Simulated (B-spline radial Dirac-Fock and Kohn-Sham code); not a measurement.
Level of theory: multi-electron Dirac-Fock with separately optimised hole states, Breit and Lamb-shift corrections added in first order; a radial atomic solver. K edges are those of the screened (neutral excited atom) model, which lie within a few eV to tens of eV of tabulated edges.

An X-ray tube with a rubidium target emits Kα1 at 13393.7 eV and Kβ1 at 14957.4 eV. K edges of lighter neighbours: Ge 11103.5 eV, As 11864.9 eV, Se 12653.2 eV, Br 13468.5 eV, Kr 14322.4 eV.

Task: Which of these can serve as a Kβ filter, and which fluoresce under Kα1?

Result: A Kβ filter needs its edge between the two lines: Br, Kr. Kα1 lies above the K edges of Ge, As, Se, which therefore fluoresce.

Values without a named source are computed, but for edge energies of neutral atoms, which are taken from tables.
